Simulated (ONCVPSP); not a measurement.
PBE ONCV dataset for zirconium (Zr), scalar-relativistic all-electron reference.

- Element: Zr (Z = 40)
- Generator: ONCVPSP 4.0.1
- Type: optimised norm-conserving Vanderbilt (ONCV)
- Functional: PBE
- Relativity: scalar-relativistic
- Frozen core: [Ar] 3d10
- Valence charge: 12
- Reference configuration: 4s2 4p6 4d2 5s2
- Partial waves: 4s+5s: rc 2.30 bohr, ncon 4, nbas 8, qcut 6.7 1/bohr, 2 projectors; 4p: rc 2.10 bohr, ncon 4, nbas 9, qcut 6.3 1/bohr, 2 projectors, debl 2.9 Ha; 4d: rc 2.05 bohr, ncon 4, nbas 8, qcut 4.3 1/bohr, local
- Local potential: the d channel
- Core correction: polynomial model core, fcfact 0.55

(1) Estimate the cutoffs (Ha) at which the residual kinetic energy of the hardest occupied pseudo-wave falls to 1 and 0.1 mHa per electron.

(2) What does a ghost test show?

(3) Which valence shell sets the plane-wave cutoff?

(4) Tests: 4s2 4p6 4d2 5s1; 4s2 4p6 4d2 5s0; 4s2 4p6 4d1 5s0; 4s2 4p6 4d3 5s0. Which has the largest error in its energy relative to the reference configuration, and how large is it?

## Answers

(1) 29 Ha and 54 Ha.

(2) No bound ghost flagged; GHOST(+) flagged for s at 348.9 eV.

(3) 4d: 29 Ha for 1 mHa per electron, against 11 Ha for 4s.

(4) 4s2 4p6 4d2 5s0, with -10 meV (all-electron minus pseudo) on +20.08 eV.
